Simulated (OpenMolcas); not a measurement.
# Co3+ in a point-charge field

Co3+ among 6 point charges of -2.2 e arranged as a trigonal prism (D3h), 2.2 Å from the ion, with a polar angle of 43.2° against the regular 49.1°.
```
   1.5062    0.0000    1.6035  -2.20
  -0.7531    1.3044    1.6035  -2.20
  -0.7531   -1.3044    1.6035  -2.20
   1.5062    0.0000   -1.6035  -2.20
  -0.7531    1.3044   -1.6035  -2.20
  -0.7531   -1.3044   -1.6035  -2.20
```

```json
{"Program": "OpenMolcas", "Method": "CASSCF", "Basis": "ANO-RCC-VDZP [5s4p2d1f]", "Scalar Hamiltonian": "DKH2, point nucleus", "Active space": "6 electrons in 5 orbitals (3d)", "State averaging": "2S+1 = 5 even, 5 roots; 2S+1 = 3 even, 45 roots; 2S+1 = 1 even, 50 roots", "Spin-orbit coupling": "state interaction with AMFI integrals over the reference wave functions"}
```

The lowest spin-free states (labels of D3, the rotations of D3h), above the lowest:

| State | Degeneracy | E (cm-1) | Free-ion L (%) |
| --- | --- | --- | --- |
| 5E | 2 | 0.0 | D (100) |
| 5A1 | 1 | 7063 | D (100) |
| 5E | 2 | 7451 | D (100) |
| 3A2 | 1 | 27288 | H (87) |
| 3A1 | 1 | 27290 | H (87) |
| 3E | 2 | 27317 | H (68) |
| 3E | 2 | 27527 | H (85) |
| 3A2 | 1 | 27895 | H (81) |
| 3E | 2 | 28298 | H (83) |
| 3E | 2 | 31736 | P (56) |
| 3A2 | 1 | 32221 | P (97) |
| 3E | 2 | 32229 | F (89) |
| 3E | 2 | 32470 | H (100) |
| 3A2 | 1 | 32671 | F (95) |
| 3A1 | 1 | 32675 | F (95) |
| 3E | 2 | 34554 | G (46) |
| 3A1 | 1 | 35206 | G (90) |
| 3A2 | 1 | 35537 | F (84) |
| 3E | 2 | 36501 | G (39) |
| 3E | 2 | 36721 | G (83) |

The lowest levels with spin-orbit coupling:

```tsv
E (cm-1)	Degeneracy	Label	2S+1	g
0.0	2	E	5	0.00 0.00 12.00
303.4	2		5	0.00 0.00 8.01
605.9	2	E	5	0.00 0.00 4.00
907.8	2	E	5	
1209	1	A1	5	
1209	1	A2	5	
7225	1	A1	5	
7264	2	E	5	0.00 0.00 3.70
7396	2	E	5	0.00 0.00 7.30
7765	2		5	0.00 0.00 10.00
8215	2	E	5	0.00 0.00 6.71
8244	2	E	5	0.00 0.00 3.52
8252	1	A2	5	
8638	2	E	5	0.00 0.00 4.78
8670	1	A1	5	
27491	2	E	3	0.00 0.00 10.00
27525	2	E	3	0.00 0.00 5.95
27682	1	A1	3	
27682	1	A2	3	
27819	2	E	3	0.00 0.00 2.22
```

Powder χT (cm3 K/mol): 4.51 at 2 K, 4.55 at 10 K, 4.75 at 50 K, 4.95 at 100 K, 5.11 at 200 K, 5.07 at 300 K. The effective moment at 300 K is 2.828 √(χT) = 6.37 μB.

The lowest level has 2S+1 = 5, for which the spin-only value is χT = S(S+1) / 2 = 3.000 cm3 K/mol (g = 2). The computed 5.068 at 300 K differs by +2.068, through orbital momentum, spin-orbit coupling and any other state in reach.

An orbital doublet at a regular site is open to a Jahn-Teller distortion, which this geometry leaves out. Without dynamic correlation the repulsion within the d shell is too large (B by tens of per cent), so at a given field states of lower spin stand too high. Point charges give a weaker field than real ligands, and real ions of this kind are often low spin; the high spin found here belongs to the model. Point charges carry no covalency, so the field is a model and not that of real ligands. No measured value stands beside these numbers.

With an even number of electrons the g values are those of a degenerate or nearly degenerate non-Kramers pair.
